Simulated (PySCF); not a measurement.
# Which determinant of SrH lies lowest?

Unrestricted PBE0; Sr def2-TZVPP with ECP28, H def2-TZVPP; scalar-relativistic core potentials (PySCF 2.14). Outer shells of the fragments: Sr 5s2; H 1s1.

Followed along the bond (rough minima from three points):

```json
{"2Ms+1": "2", "unpaired": "σ ↑", "⟨S²⟩ at the start": "0.75", "R at minimum (Å)": "2.13", "Te (eV)": "0.00"}
{"2Ms+1": "2", "unpaired": "π ↑", "⟨S²⟩ at the start": "0.75", "R at minimum (Å)": "2.11", "Te (eV)": "1.46"}
{"2Ms+1": "4", "unpaired": "σ ↑↑, π ↑", "⟨S²⟩ at the start": "3.75", "R at minimum (Å)": "none in the scan", "Te (eV)": "≤ 3.64"}
```

Solutions found at the starting distance of 2.030 Å, counted from the lowest of them; the search is not exhaustive and high or unbound solutions are not listed, so other states can lie among these:

```tsv
2Ms+1	unpaired	term	E (eV)	⟨S²⟩	⟨Lz²⟩	μ (D)
2	σ ↑	²Σ⁺	0.00	0.75	0.00	-2.71
2	π ↑	²Π	1.44	0.75	1.00	-1.40
2	δ ↑	²Δ	1.84	0.75	4.00	-5.86
4	σ ↑↑, π ↑	⁴Π	3.97	3.75	1.00	-1.78
4	σ ↑↑↑	⁴Σ⁺	4.32	3.75	0.00	4.55
4	σ ↑↑, δ ↑	⁴Δ	4.41	3.75	4.00	1.89
```

A term symbol is given only where ⟨S²⟩ and ⟨Lz²⟩ are close to those of a pure state; real π, δ and φ orbitals otherwise mix terms. A positive dipole means Sr(−)H(+).

Spin–orbit coupling is left out. Counting both spins, an empty level lies below a filled one in some of these solutions, because spin and occupation are held.
